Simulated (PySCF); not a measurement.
AsH3, SMILES [AsH3]. Atoms are numbered in the order given.

```xyz
4

As     0.0000     0.0000     0.0723
H     -1.0974    -0.6336    -0.7954
H      0.0000     1.2671    -0.7954
H      1.0974    -0.6336    -0.7954
```
Charge 0, spin multiplicity 1.

Coordinates come from a PBE-D3(BJ)/def2-TZVPD optimisation.

All values below come from TDA-M06-2X/def2-TZVPD in PySCF 2.14.0.

Vertical excitations; the highest root listed may be one member of a degenerate set. The molecule is in vacuum. State labels are in the subgroup Cs.

Computed UV-visible absorptions:
| state | symmetry | energy (eV) | λ (nm) | f | main pairs |
|---|---|---|---|---|---|
| S1 | A' | 6.85 | 181 | 0.151 | HOMO→LUMO 98 % |
| S2 | A" | 7.09 | 175 | 0.084 | HOMO→LUMO+2 (degenerate set) |
| S3 | A' | 7.09 | 175 | 0.084 | HOMO→LUMO+1 (degenerate set) |
| S4 | A" | 8.85 | 140 | 0.000 | HOMO−2→LUMO+1 49 %, HOMO−1→LUMO+2 49 % |
| S5 | A' | 9.12 | 136 | 0.018 | HOMO→LUMO+3 (degenerate set) |
| S6 | A" | 9.12 | 136 | 0.019 | HOMO→LUMO+4 (degenerate set) |
| S7 | A' | 9.21 | 135 | 0.085 | HOMO−1→LUMO (degenerate set) |
| S8 | A" | 9.21 | 135 | 0.085 | HOMO−2→LUMO (degenerate set) |
| S9 | A' | 9.26 | 134 | 0.060 | HOMO→LUMO+5 75 %, HOMO−2→LUMO+2 12 %, HOMO−1→LUMO+1 12 % |
| S10 | A' | 9.78 | 127 | 0.213 | HOMO→LUMO+6 60 %, HOMO−1→LUMO+1 11 %, HOMO−2→LUMO+2 11 % |
| T1 | A" | 5.89 | 211 | 0 | HOMO→LUMO+2 (degenerate set) |
| T2 | A' | 5.89 | 211 | 0 | HOMO→LUMO+1 (degenerate set) |
| T3 | A' | 6.69 | 185 | 0 | HOMO→LUMO 94 % |
| T4 | A' | 7.69 | 161 | 0 | HOMO−2→LUMO+2 44 %, HOMO−1→LUMO+1 44 % |
Triplets are in the Tamm–Dancoff approximation.
